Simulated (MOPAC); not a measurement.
MOPAC input (PM7):

```
PM7 PRECISE GNORM=0.05 LET XYZ UHF MS=0.5 GEO-OK AUX(PRECISION=9) THREADS=1
F2GeI

F    -1.92353300 1    1.39223500 1   -0.23581000 1
Ge   -1.12960400 1    0.01861000 1    0.49051500 1
F    -1.96999700 1   -1.32497100 1   -0.23972000 1
I     1.34319000 1   -0.02265900 1   -0.21540900 1
```

From the output:

```
                                                       MOPAC v23.2.5 Linux

          FINAL HEAT OF FORMATION =       -130.93994 KCAL/MOL =    -547.85269 KJ/MOL

          COSMO AREA              =        110.85 SQUARE ANGSTROMS
          COSMO VOLUME            =        100.81 CUBIC ANGSTROMS

          GRADIENT NORM           =          0.01260          =       0.00630 PER ATOM
          IONIZATION POTENTIAL    =          7.962949 EV
          ALPHA SOMO LUMO (EV)    =         -7.963 -1.351
          BETA  SOMO LUMO (EV)    =        -10.377 -2.190
          NO. OF ALPHA ELECTRONS  =         13
          NO. OF BETA  ELECTRONS  =         12
          MOLECULAR WEIGHT        =        237.4913         POINT GROUP:  C2v

          MOLECULAR DIMENSIONS (Angstroms)

            Atom       Atom       Distance
            I     4    F     3     3.12845
            F     3    F     1     2.16194
            F     1   Ge     2     0.00006

          SCF CALCULATIONS        =         16

   ATOM   CHEMICAL          X               Y               Z
  NUMBER   SYMBOL      (ANGSTROMS)     (ANGSTROMS)     (ANGSTROMS)

     1       F         -1.74641571  *   1.19460600  *   0.08311405  *
     2      Ge         -1.03252964  *   0.01761615  *   0.03155649  *
     3       F         -1.78623849  *  -1.13443979  *   0.07983226  *
     4       I          1.13014199  *  -0.01916107  *  -0.11533264  *

                             CARTESIAN COORDINATES

   1    F       -1.746415708     1.194605997     0.083114051
   2   Ge       -1.032529638     0.017616153     0.031556495
   3    F       -1.786238486    -1.134439794     0.079832262
   4    I        1.130141994    -0.019161071    -0.115332644

           Empirical Formula: F2 Ge I  =     4 atoms

      MOLECULAR POINT GROUP   :   C2v

          ALPHA EIGENVALUES
 -40.44152 -40.09702 -27.60925 -19.92545 -17.06540 -15.81442 -15.77617 -15.49971
 -14.12724 -11.23474 -10.94486 -10.37439  -7.96295  -1.35053   0.60153   0.88809
 120.99717 121.01536 121.02825 121.20748 121.42490

           BETA EIGENVALUES
 -40.32336 -39.97178 -27.40968 -19.71554 -16.63324 -15.85427 -15.82688 -15.26429
 -14.22074 -11.20576 -10.42349 -10.37665  -2.18961  -1.05612   0.90386   1.21087
 121.18637 121.32068 121.41613 121.42017 121.60191

              NET ATOMIC CHARGES AND DIPOLE CONTRIBUTIONS

  ATOM NO.   TYPE          CHARGE      No. of ELECS.   s-Pop       p-Pop       d-Pop
    1          F          -0.418268        7.4183     1.91652     5.50175
    2         Ge           0.786018        3.2140     0.94576     2.26822
    3          F          -0.418272        7.4183     1.91652     5.50175
    4          I           0.050522        6.9495     1.72062     5.22287     0.00598
 DIPOLE           X         Y         Z       TOTAL
 POINT-CHG.     3.473    -0.059    -0.236     3.482
 HYBRID        -1.196     0.020     0.081     1.199
 SUM            2.277    -0.039    -0.155     2.283

          ATOMIC ORBITAL ELECTRON POPULATIONS

     Atom    s        px        py        pz      x^2-y^2     xz        z^2       yz        xy
    1  F   1.91652   1.84930   1.71111   1.94134
    2 Ge   0.94576   0.60298   0.43134   1.23391
    3  F   1.91652   1.83956   1.72080   1.94139
    4  I   1.72062   1.48910   1.85712   1.87665   0.00291   0.00112   0.00103   0.00001   0.00091

                    (SZ)    =    0.500000
                    (S**2)  =    0.751340

          ATOMIC ORBITAL SPIN POPULATIONS

    Atom   Total    s     px     py     pz   x^2-y^2  xz     z^2    yz     xy
         Atomic
    1  F  0.0456  0.001 -0.004 -0.009  0.058
    2 Ge  0.8072  0.022  0.013  0.014  0.758
    3  F  0.0456  0.001 -0.005 -0.009  0.058
    4  I  0.1017  0.004 -0.016 -0.007  0.121  0.000  0.000  0.000  0.000  0.000

 **********************
 *                    *
 * JOB ENDED NORMALLY *
 *                    *
 **********************

 == MOPAC DONE ==
```

The geometry given is a B3LYP-D3(BJ)/def2-TZVP minimum.
